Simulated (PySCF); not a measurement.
## Fe²⁺ (iron, charge +2) across methods

[Ar] 3d5 4s1, high-spin 7S determinant (an excited configuration). Calculation: PySCF 2.14, in ANO-RCC-VTZP; the spin-free X2C one-electron Hamiltonian (Gaussian nucleus).

```
 method  E (hartree)  mean ε 3p β (eV)  mean ε 3d α (eV)  mean ε 4s α (eV)  Σ⟨r²⟩ (bohr²)    ⟨S²⟩
 r2SCAN    -1271.544           -83.061           -35.227           -23.499          21.14  12.000
  B97-3    -1271.419           -85.649           -37.439           -23.878          21.08  12.000
LC-wPBE    -1271.371           -87.825           -39.858           -26.453          21.15  12.000
   PBE0    -1271.353           -85.357           -37.436           -24.007          21.11  12.000
    PBE    -1271.312           -82.167           -34.532           -23.232          21.20  12.000
    LDA    -1268.983           -82.260           -34.720           -23.533          21.21  12.000
    UHF  -1270.44834           -93.183           -45.300           -25.979          21.03  12.001
  wB97X    -1271.576           -87.833           -39.560           -25.879          21.09  12.000
```
